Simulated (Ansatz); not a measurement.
Mulliken charges of `C1[O][GaH][S]1` from r2SCAN/def2-TZVPP in Ansatz (PBE0-D4/def2-TZVP geometry).

```csv
atom,x (Å),y (Å),z (Å),charge (e)
C1,-0.477,0.878,-0.024,0.199
O2,0.363,0.315,0.945,-0.435
Ga3,0.703,-1.247,0.080,0.346
S4,-0.610,-0.350,-1.418,-0.272
H5,-0.063,1.808,-0.424,0.067
H6,-1.480,1.060,0.370,0.067
H7,1.564,-2.463,0.471,0.029
```

Problem. By hand: the dipole of these point charges (1 e Å = 4.8032 D).

Solution. Σ q r = (0.098, -0.178, 0.008) e Å, of length 0.203 e Å = 0.98 D.

Problem. How does the dipole of the full density compare? (An estimate is asked.)

Solution. Computed: (0.128, -0.186, 0.053) e Å, 1.11 D; the point charges give 0.88 times that, at 12° from its direction.

Point charges leave out the atoms' own dipoles, such as those of lone pairs, and Mulliken's split depends on the basis, so the close match here is no proof of good charges.
